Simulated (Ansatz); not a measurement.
Born–Oppenheimer molecular dynamics of C$_{3}$H$_{8}$SSi (13 atoms, charge 0, multiplicity 1). It starts at the highest image of a converged band. Of that band: The profile has 2 maxima (images 2, 4) with wells between them (image 3): this band takes more than one step, which may be the mechanism or a detour left from its start path. Neighbouring images differ by up to 2.5 eV, so the band resolves the path poorly. A vibrational analysis at the climbing image gives one clearly imaginary mode, 2034i cm⁻¹: a first-order saddle point.

Method: RKS BHLYP/def2-SVP in Ansatz 0.2.0.

* ensemble: NVE (velocity Verlet)
* time step: 0.5 fs
* steps asked: 161
* starting velocities drawn for: 100 K
* seed: 2825

Frames 0.5 fs apart, positions in Å, forces in eV/Å.

Velocities at 15.0 fs (Å/ps):

```
C -1.06 -5.12 -0.91
C 0.27 -8.94 -5.25
Si -1.37 2.26 2.24
C 0.85 -6.47 5.14
S -1.31 1.97 -3.30
H -15.56 1.78 9.62
H -2.23 -20.89 -9.14
H 21.39 3.83 -2.48
H 72.86 137.22 15.19
H 21.74 -0.90 9.56
H -6.42 -16.11 2.21
H 1.58 -9.20 0.39
H -14.29 23.18 29.28
```

```xyz
13
Properties=species:S:1:pos:R:3:forces:R:3 time_fs=15.0 energy_less_start_eV=-1.512 T=1160
C -0.757 -0.906 1.036 -0.30 -0.63 0.08
C -0.291 0.122 0.063 0.77 -1.73 -0.42
Si 1.536 -0.150 -0.394 -0.14 0.81 0.56
C -1.131 0.725 -0.788 0.50 0.90 0.89
S -0.724 2.383 -1.170 -0.01 0.86 -1.32
H -1.546 -1.554 0.638 -0.24 0.11 0.09
H 0.048 -1.575 1.342 0.08 -0.08 0.16
H -1.121 -0.404 1.946 -0.02 -0.18 -0.18
H 0.256 2.646 -0.263 -0.57 -0.47 -0.24
H 2.469 0.151 0.734 -0.04 -0.08 -0.15
H 1.671 -1.601 -0.704 -0.10 0.12 0.04
H 1.923 0.662 -1.566 0.02 -0.03 -0.03
H -2.133 0.379 -1.075 0.04 0.38 0.51
13
Properties=species:S:1:pos:R:3:forces:R:3 time_fs=15.5 energy_less_start_eV=-1.454 T=1120
C -0.758 -0.909 1.036 -0.21 -0.75 0.04
C -0.291 0.117 0.061 0.81 -1.79 -0.32
Si 1.535 -0.149 -0.393 0.01 0.64 0.64
C -1.130 0.721 -0.785 0.54 1.14 0.88
S -0.724 2.384 -1.172 0.60 1.12 -0.79
H -1.555 -1.553 0.643 -0.20 0.16 0.11
H 0.047 -1.585 1.337 0.00 0.00 0.12
H -1.111 -0.402 1.945 -0.05 -0.16 -0.10
H 0.292 2.714 -0.256 -1.29 -0.86 -0.82
H 2.480 0.151 0.739 -0.17 -0.10 -0.26
H 1.668 -1.609 -0.703 -0.10 0.27 0.07
H 1.924 0.657 -1.566 0.03 0.00 -0.05
H -2.140 0.391 -1.060 0.03 0.35 0.49
13
Properties=species:S:1:pos:R:3:forces:R:3 time_fs=16.0 energy_less_start_eV=-1.351 T=1048
C -0.758 -0.912 1.035 -0.11 -0.88 0.00
C -0.290 0.112 0.058 0.84 -1.84 -0.23
Si 1.534 -0.148 -0.392 0.15 0.47 0.69
C -1.130 0.719 -0.782 0.56 1.36 0.87
S -0.725 2.385 -1.174 1.04 1.35 -0.44
H -1.563 -1.552 0.648 -0.16 0.19 0.12
H 0.046 -1.596 1.333 -0.09 0.08 0.09
H -1.100 -0.401 1.943 -0.08 -0.13 -0.02
H 0.324 2.780 -0.250 -1.81 -1.23 -1.21
H 2.490 0.150 0.743 -0.28 -0.11 -0.36
H 1.664 -1.616 -0.702 -0.10 0.40 0.10
H 1.925 0.653 -1.566 0.03 0.02 -0.07
H -2.147 0.404 -1.043 0.02 0.31 0.46
13
Properties=species:S:1:pos:R:3:forces:R:3 time_fs=16.5 energy_less_start_eV=-1.224 T=960
C -0.759 -0.915 1.035 -0.03 -0.99 -0.05
C -0.290 0.107 0.055 0.86 -1.87 -0.14
Si 1.534 -0.147 -0.391 0.27 0.31 0.74
C -1.129 0.716 -0.779 0.57 1.57 0.85
S -0.725 2.386 -1.176 1.33 1.55 -0.22
H -1.572 -1.550 0.654 -0.12 0.22 0.13
H 0.045 -1.606 1.329 -0.17 0.15 0.06
H -1.090 -0.400 1.941 -0.12 -0.10 0.06
H 0.353 2.843 -0.248 -2.17 -1.55 -1.45
H 2.500 0.149 0.746 -0.38 -0.13 -0.44
H 1.661 -1.622 -0.700 -0.09 0.51 0.13
H 1.926 0.648 -1.566 0.03 0.05 -0.09
H -2.154 0.418 -1.026 0.01 0.27 0.44
13
Properties=species:S:1:pos:R:3:forces:R:3 time_fs=17.0 energy_less_start_eV=-1.094 T=869
C -0.760 -0.918 1.034 0.03 -1.08 -0.09
C -0.289 0.101 0.052 0.87 -1.89 -0.06
Si 1.533 -0.145 -0.389 0.39 0.17 0.76
C -1.128 0.714 -0.776 0.55 1.75 0.83
S -0.726 2.387 -1.177 1.51 1.71 -0.11
H -1.581 -1.548 0.659 -0.08 0.25 0.13
H 0.043 -1.616 1.326 -0.24 0.20 0.03
H -1.080 -0.399 1.940 -0.14 -0.07 0.13
H 0.376 2.902 -0.249 -2.40 -1.81 -1.57
H 2.509 0.148 0.748 -0.46 -0.13 -0.50
H 1.657 -1.627 -0.698 -0.09 0.60 0.14
H 1.927 0.644 -1.566 0.03 0.07 -0.10
H -2.161 0.432 -1.007 0.02 0.23 0.42
13
Properties=species:S:1:pos:R:3:forces:R:3 time_fs=17.5 energy_less_start_eV=-0.975 T=787
C -0.760 -0.921 1.034 0.08 -1.14 -0.12
C -0.288 0.095 0.050 0.86 -1.89 0.01
Si 1.532 -0.144 -0.388 0.49 0.04 0.76
C -1.127 0.712 -0.773 0.52 1.92 0.81
S -0.726 2.389 -1.179 1.60 1.83 -0.07
H -1.591 -1.544 0.665 -0.05 0.27 0.13
H 0.041 -1.626 1.322 -0.28 0.24 0.01
H -1.070 -0.399 1.938 -0.16 -0.04 0.19
H 0.393 2.957 -0.254 -2.53 -2.03 -1.62
H 2.517 0.146 0.749 -0.53 -0.13 -0.54
H 1.652 -1.631 -0.696 -0.08 0.67 0.16
H 1.928 0.639 -1.567 0.03 0.08 -0.11
H -2.168 0.447 -0.987 0.04 0.19 0.40
13
Properties=species:S:1:pos:R:3:forces:R:3 time_fs=18.0 energy_less_start_eV=-0.880 T=720
C -0.761 -0.925 1.034 0.10 -1.17 -0.13
C -0.287 0.089 0.047 0.84 -1.87 0.07
Si 1.532 -0.143 -0.386 0.58 -0.06 0.73
C -1.126 0.710 -0.769 0.47 2.07 0.79
S -0.726 2.390 -1.181 1.63 1.92 -0.08
H -1.600 -1.541 0.672 -0.02 0.27 0.13
H 0.038 -1.635 1.319 -0.31 0.25 -0.01
H -1.061 -0.398 1.938 -0.17 -0.03 0.23
H 0.405 3.007 -0.262 -2.59 -2.22 -1.61
H 2.523 0.144 0.748 -0.57 -0.12 -0.56
H 1.648 -1.633 -0.693 -0.06 0.71 0.16
H 1.929 0.635 -1.568 0.03 0.10 -0.11
H -2.174 0.462 -0.967 0.07 0.15 0.38
13
Properties=species:S:1:pos:R:3:forces:R:3 time_fs=18.5 energy_less_start_eV=-0.814 T=674
C -0.762 -0.929 1.033 0.10 -1.15 -0.12
C -0.286 0.082 0.044 0.80 -1.83 0.11
Si 1.531 -0.141 -0.385 0.66 -0.15 0.69
C -1.125 0.709 -0.766 0.42 2.19 0.80
S -0.727 2.392 -1.183 1.61 1.98 -0.12
H -1.610 -1.537 0.678 0.01 0.27 0.12
H 0.035 -1.643 1.315 -0.32 0.25 -0.01
H -1.052 -0.398 1.937 -0.17 -0.02 0.25
H 0.410 3.052 -0.275 -2.60 -2.37 -1.56
H 2.528 0.142 0.747 -0.60 -0.11 -0.55
H 1.643 -1.633 -0.691 -0.05 0.72 0.16
H 1.930 0.631 -1.569 0.02 0.11 -0.11
H -2.181 0.478 -0.945 0.11 0.12 0.36
13
Properties=species:S:1:pos:R:3:forces:R:3 time_fs=19.0 energy_less_start_eV=-0.782 T=651
C -0.762 -0.933 1.032 0.07 -1.09 -0.09
C -0.285 0.074 0.041 0.74 -1.77 0.15
Si 1.531 -0.140 -0.383 0.72 -0.21 0.62
C -1.124 0.708 -0.762 0.36 2.29 0.81
S -0.726 2.394 -1.185 1.56 2.02 -0.19
H -1.619 -1.532 0.685 0.02 0.25 0.10
H 0.030 -1.651 1.311 -0.30 0.21 -0.01
H -1.043 -0.397 1.938 -0.16 -0.03 0.24
H 0.409 3.091 -0.291 -2.57 -2.49 -1.49
H 2.532 0.139 0.743 -0.60 -0.09 -0.53
H 1.639 -1.632 -0.687 -0.03 0.70 0.15
H 1.932 0.628 -1.570 0.01 0.11 -0.10
H -2.188 0.494 -0.923 0.17 0.08 0.34
13
Properties=species:S:1:pos:R:3:forces:R:3 time_fs=19.5 energy_less_start_eV=-0.783 T=651
C -0.763 -0.937 1.032 0.03 -0.99 -0.05
C -0.283 0.067 0.038 0.67 -1.68 0.17
Si 1.530 -0.139 -0.382 0.76 -0.26 0.53
C -1.123 0.708 -0.758 0.31 2.37 0.85
S -0.726 2.396 -1.187 1.48 2.05 -0.28
H -1.629 -1.526 0.693 0.02 0.23 0.08
H 0.025 -1.658 1.307 -0.26 0.16 0.00
H -1.035 -0.397 1.938 -0.14 -0.04 0.21
H 0.401 3.124 -0.311 -2.50 -2.59 -1.40
H 2.534 0.137 0.739 -0.59 -0.07 -0.48
H 1.634 -1.629 -0.683 -0.01 0.66 0.14
H 1.933 0.624 -1.572 0.00 0.12 -0.08
H -2.193 0.510 -0.900 0.23 0.05 0.31
13
Properties=species:S:1:pos:R:3:forces:R:3 time_fs=20.0 energy_less_start_eV=-0.816 T=674
C -0.763 -0.942 1.031 -0.04 -0.86 0.01
C -0.281 0.059 0.036 0.57 -1.57 0.17
Si 1.530 -0.138 -0.380 0.79 -0.28 0.42
C -1.121 0.708 -0.754 0.27 2.42 0.91
S -0.726 2.398 -1.188 1.36 2.06 -0.39
H -1.638 -1.520 0.700 0.02 0.20 0.06
H 0.019 -1.665 1.304 -0.21 0.09 0.01
H -1.027 -0.397 1.940 -0.11 -0.07 0.16
H 0.388 3.151 -0.334 -2.41 -2.66 -1.28
H 2.535 0.134 0.734 -0.56 -0.04 -0.41
H 1.629 -1.624 -0.679 0.02 0.59 0.12
H 1.934 0.621 -1.574 -0.01 0.12 -0.06
H -2.199 0.526 -0.876 0.30 0.01 0.28
13
Properties=species:S:1:pos:R:3:forces:R:3 time_fs=20.5 energy_less_start_eV=-0.878 T=718
C -0.764 -0.946 1.031 -0.11 -0.71 0.08
C -0.280 0.051 0.033 0.46 -1.44 0.16
Si 1.530 -0.136 -0.378 0.80 -0.28 0.29
C -1.120 0.709 -0.750 0.24 2.44 0.98
S -0.726 2.401 -1.190 1.21 2.04 -0.54
H -1.648 -1.514 0.708 0.01 0.17 0.03
H 0.013 -1.671 1.300 -0.14 0.00 0.03
H -1.020 -0.397 1.942 -0.08 -0.10 0.10
H 0.369 3.172 -0.360 -2.27 -2.71 -1.14
H 2.534 0.131 0.727 -0.50 0.00 -0.32
H 1.624 -1.618 -0.675 0.04 0.49 0.10
H 1.936 0.619 -1.576 -0.03 0.12 -0.03
H -2.204 0.542 -0.851 0.37 -0.02 0.24
```

Of the whole run (80 fs, mean temperature of the second half 974 K): The conserved energy stayed within 0.61 meV per atom of its start (net change -0.52 meV per atom), so the integration is sound. The system heated up, since it started high on the potential surface and ran downhill. A run of 0.081 ps of so small a system gives no equilibrium averages. The orbitals stay closed-shell, which can raise the energy where a bond breaks towards radicals; this wasn't checked here.

Run time: 11 min on 2 threads of Arm Neoverse V1, on a shared host, peak memory 0.28 GiB.
